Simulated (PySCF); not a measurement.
Property card for MeOCH2CF3, `O(CC(F)(F)F)C`

Species: MeOCH2CF3, C3H5F3O.
Bonds: C1–O2, O2–C3, C3–C4, C4–F5, C4–F6, C4–F7. Hydrogens: H8, H9, H10 on C1; H11, H12 on C3.

Some functional groups and rings: ether, CF3 group and C–F bond.

GFN2-xTB geometry:

```
Point group of the GFN2-xTB geometry                  : C1
Rotational constants A, B, C of the GFN2-xTB geometry : 4.559, 1.878, 1.788 GHz
```

**PBE0/pcSseg-1 ground state and GIAO shieldings, non-relativistic (PySCF)**

```
Dipole moment                                               : 1.98 D
HOMO energy                                                 : -8.13 eV
LUMO energy                                                 : 1.42 eV
HOMO–LUMO gap                                               : 9.55 eV
Lowest Hirshfeld atomic charge                              : -0.14 e on O2
Highest Hirshfeld atomic charge                             : +0.25 e on C4
13C chemical shifts (computed TMS as zero) by class         : 133.8 (C4), 75.1 (C3), 61.7 (C1) ppm
1H chemical shifts (computed TMS as zero) by class          : 3.93 (H11/H12), 3.64 (H8/H9/H10) ppm
Isotropic shieldings of nuclei other than C and H, by class : 325 (O2), 256 (F5/F6/F7) ppm
Mayer bond orders between heavy atoms                       : C1–O2 0.91, O2–C3 0.98, C3–C4 0.97, C4–F5 1.00, C4–F6 0.99, C4–F7 1.02
```

**B3LYP/pcJ-1 indirect spin-spin coupling, non-relativistic, gas phase; spin–dipole term left out for some pairs (PySCF)**

```
Largest of the computed one-bond spin–spin couplings (means over like bonds) : 19F–13C -354.0 (F5–C4 and 2 like it), 13C–1H +151.7 (C3–H11 and 1 like it), 13C–1H +147.3 (C1–H8 and 2 like it), 13C–13C +64.5 (C3–C4), 17O–13C +26.0 (O2–C3), 17O–13C +23.5 (O2–C1) Hz
```

Monoisotopic mass (most abundant isotopes): 114.0292 u.

The dipole equals about 6.6 × 10⁻³⁰ C·m (1 D = 3.33564 × 10⁻³⁰ C·m). The rotational constants make it an asymmetric top with κ = (2B − A − C)/(A − C) = -0.94, nearer the prolate limit (−1). A dipole of 1.98 D is allowed in C1, and pure rotational transitions are dipole-allowed. With B = h/(8π²I), that is 505.379 GHz u Å² over I, the principal moments of inertia are 110.9, 269.1 and 282.6 u Å² (most abundant isotopes).

One conformer (not necessarily the lowest) at the GFN2-xTB geometry, without solvent or vibrations. NMR classes are plain means over equivalent atoms (diastereotopic ones count apart unless rotation or inversion swaps them), as if these changed places fast; in this geometry the members of some classes differ.

Conformer computed: `[CH3:1][O:2][CH2:3][C:4]([F:5])([F:6])[F:7]`: C1–O2–C3–C4 -71°, O2–C3–C4–F5 -162°.
